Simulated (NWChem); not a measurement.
Molecule: CH6OSi2; SMILES O=C[SiH2][SiH3]

```xyz
10

O      0.7842    -2.2791    -0.3033
C      0.1129    -1.6409     0.4665
Si    -0.9122    -0.0972    -0.1014
Si     0.4874     1.7875     0.0050
H      0.0896    -1.9159     1.5595
H     -2.0776     0.0848     0.8203
H     -1.3877    -0.3270    -1.4971
H     -0.2640     3.0118    -0.4077
H      1.6573     1.5929    -0.9027
H      0.9787     1.9678     1.4055
```
Atoms are numbered in this order, from 1.

Results from NWChem. The geometry was optimised at PBE0/def2-SVP.

For level PW91/def2-SVP:

- highest occupied level (eV): -5.54
- orbital gap (eV): 2.83
- dipole (D): 1.80

### Question
How do the values read with level LC-BLYP (range parameter 0.33 per bohr)/def2-SVP instead?

### Answer
| Property | Result |
|---|---|
| highest occupied level (eV) | -9.07 |
| orbital gap (eV) | 9.75 |
| dipole (D) | 2.01 |
